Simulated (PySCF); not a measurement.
# Polarisability and C₆ of Sb (antimony, neutral)

[Kr] 4d10 5s2 5p3, high-spin 4S determinant. All numbers are calculated (PySCF 2.14, the spin-free X2C one-electron Hamiltonian (Gaussian nucleus), in ANO-RCC-VTZP (7s6p4d2f1g, 68 functions)). Coupled (time-dependent) response in atomic units; α is the mean over directions. The basis has no added diffuse functions, which lowers α and C₆.

```json
{"method": "UHF", "mean α (bohr³)": "30.92", "C₆ (like pair)": "335.3", "S(−4)": "191.2"}
{"method": "PBE", "mean α (bohr³)": "31.42", "C₆ (like pair)": "340.1", "S(−4)": "205.2"}
{"method": "PBE0", "mean α (bohr³)": "30.97", "C₆ (like pair)": "334.3", "S(−4)": "193.7"}
```

S(−4) is the Cauchy moment in α(ω) = α(0) + S(−4) ω² + …

Reference α: 43 ± 2 bohr³ (recommended; Schwerdtfeger and Nagle, table of static dipole polarizabilities (2023 update)). Published C₆: 492.0 (Chu and Dalgarno (2004); Tang, Norbeck and Certain (1976)).

α(iu) at PBE0:

```csv
u (hartree),α(iu) (bohr³)
0,30.97
0.0500,30.50
0.100,29.19
0.200,25.17
0.300,20.83
0.500,14.02
0.750,9.058
1.00,6.360
1.50,3.760
2.00,2.562
3.00,1.455
5.00,0.6654
```

A single London oscillator, α(iu) = α/(1 + u²/ω²), gives C₆ = (3/4) ω α². Matching the computed C₆ needs ω = 4 × 334.3 / (3 × 30.97²) = 0.465 hartree.
